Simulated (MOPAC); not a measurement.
Job for MOPAC: AM1 on H3NSi (SMILES N[SiH]), a point of a bond scan (R = 4.130 Å).

```
AM1 1SCF PRECISE CHARGE=0 THREADS=1
H3NSi

Si    -0.24474767 1     0.39103857 1     0.50999719 1
H     -1.16613128 1     3.31465616 1    -2.25833646 1
N      0.39778231 1    -0.68955254 1    -0.65444502 1
H      0.46313720 1    -0.52839300 1    -1.64843432 1
H      0.76485489 1    -1.59313906 1    -0.39509969 1
```

Output:

```
*******************************************************************************
 **                                                                           **
 **                              MOPAC v23.2.5                                **
 **                                                                           **
 *******************************************************************************
 ** MOPAC's Digital Object Identifier: https://doi.org/10.5281/zenodo.6511958 **
 **                                                                           **
 ** Please cite the open-source release paper for use of this MOPAC version:  **
 ** J. E. Moussa and J. J. P. Stewart (2026)                                  **
 ** MOPAC: An open-source semiempirical molecular orbital program             **
 ** J. Open Source Softw., 11(119), 8025, https://doi.org/10.21105/joss.08025 **
 *******************************************************************************

                              AM1 CALCULATION RESULTS

 *******************************************************************************
 *  AM1        - The AM1 Hamiltonian to be used
 *
 *
 *
 *                 CHARGE ON SYSTEM = 0
 *
 *
 *
 *  PRECISE    - TIGHTER CRITERIA TO BE USED
 *  1SCF       - DO 1 SCF AND THEN STOP
 *  THREADS=1  - MULTI-THREADING NOT USED
 *  T=         - A TIME OF 172800.0 SECONDS REQUESTED
 *  DUMP=N     - RESTART FILE WRITTEN EVERY 7200.0 SECONDS REQUESTED
 *******************************************************************************
AM1 1SCF PRECISE CHARGE=0 THREADS=1
 H3NSi

   ATOM   CHEMICAL          X               Y               Z
  NUMBER   SYMBOL      (ANGSTROMS)     (ANGSTROMS)     (ANGSTROMS)

     1      Si         -0.24474767  *   0.39103857  *   0.50999719  *
     2       H         -1.16613128  *   3.31465616  *  -2.25833646  *
     3       N          0.39778231  *  -0.68955254  *  -0.65444502  *
     4       H          0.46313720  *  -0.52839300  *  -1.64843432  *
     5       H          0.76485489  *  -1.59313906  *  -0.39509969  *



          CARTESIAN COORDINATES

    NO.       ATOM           X           Y           Z

     1        Si         -0.2447      0.3910      0.5100
     2         H         -1.1661      3.3147     -2.2583
     3         N          0.3978     -0.6896     -0.6544
     4         H          0.4631     -0.5284     -1.6484
     5         H          0.7649     -1.5931     -0.3951

  H: (AM1): M.J.S. DEWAR ET AL, J. AM. CHEM. SOC. 107 3902-3909 (1985)
  N: (AM1): M.J.S. DEWAR ET AL, J. AM. CHEM. SOC. 107 3902-3909 (1985)
 Si: (AM1): M.J.S.DEWAR, C. JIE, ORGANOMETALLICS, 6, 1486-1490 (1987).

           Empirical Formula: H3 N Si  =     5 atoms



      MOLECULAR POINT GROUP   :   Cs


      RHF CALCULATION, NO. OF DOUBLY OCCUPIED LEVELS = 6


 -------------------------------------------------------------------------------
 AM1 1SCF PRECISE CHARGE=0 THREADS=1
 H3NSi



     1SCF WAS SPECIFIED, SO BFGS WAS NOT USED
     SCF FIELD WAS ACHIEVED


                              AM1 CALCULATION
                                                       MOPAC v23.2.5 Linux




          FINAL HEAT OF FORMATION =        154.20535 KCAL/MOL =     645.19520 KJ/MOL


          COSMO AREA              =        106.67 SQUARE ANGSTROMS
          COSMO VOLUME            =         86.07 CUBIC ANGSTROMS

          IONIZATION POTENTIAL    =          5.661578 EV
          HOMO LUMO ENERGIES (EV) =         -5.662 -1.896
          NO. OF FILLED LEVELS    =          6
          MOLECULAR WEIGHT        =         45.1159         POINT GROUP:  Cs

          MOLECULAR DIMENSIONS (Angstroms)

            Atom       Atom       Distance
            H     5    H     2     5.59346
            H     4   Si     1     2.42796
            N     3    H     2     0.00000


          SCF CALCULATIONS        =          1





   ATOM   CHEMICAL          X               Y               Z
  NUMBER   SYMBOL      (ANGSTROMS)     (ANGSTROMS)     (ANGSTROMS)

     1      Si         -0.24474767  *   0.39103857  *   0.50999719  *
     2       H         -1.16613128  *   3.31465616  *  -2.25833646  *
     3       N          0.39778231  *  -0.68955254  *  -0.65444502  *
     4       H          0.46313720  *  -0.52839300  *  -1.64843432  *
     5       H          0.76485489  *  -1.59313906  *  -0.39509969  *

                             CARTESIAN COORDINATES

   1   Si       -0.244747670     0.391038570     0.509997190
   2    H       -1.166131280     3.314656160    -2.258336460
   3    N        0.397782310    -0.689552540    -0.654445020
   4    H        0.463137200    -0.528393000    -1.648434320
   5    H        0.764854890    -1.593139060    -0.395099690


           Empirical Formula: H3 N Si  =     5 atoms



      MOLECULAR POINT GROUP   :   Cs


                  EIGENVALUES
 -33.08129 -17.52528 -16.55786 -11.88094  -8.67235  -5.66158  -1.89627  -0.67649
   1.62117   4.27168   5.04871


              NET ATOMIC CHARGES AND DIPOLE CONTRIBUTIONS

  ATOM NO.   TYPE          CHARGE      No. of ELECS.   s-Pop       p-Pop
    1         Si           0.497021        3.5030     1.68567     1.81731
    2          H          -0.238788        1.2388     1.23879
    3          N          -0.650329        5.6503     1.52741     4.12292
    4          H           0.199448        0.8006     0.80055
    5          H           0.192647        0.8074     0.80735
 DIPOLE           X         Y         Z       TOTAL
 POINT-CHG.     0.662    -2.695     3.907     4.792
 HYBRID         1.391    -2.146    -3.146     4.054
 SUM            2.053    -4.840     0.762     5.313


          ATOMIC ORBITAL ELECTRON POPULATIONS

     Atom    s        px        py        pz
    1 Si   1.68567   0.34455   0.63497   0.83779
    2  H   1.23879
    3  N   1.52741   1.64508   1.28118   1.19666
    4  H   0.80055
    5  H   0.80735

 **********************
 *                    *
 * JOB ENDED NORMALLY *
 *                    *
 **********************




 == MOPAC DONE ==
```

The run finished.

Cost: around 0.010 core-seconds (rough).
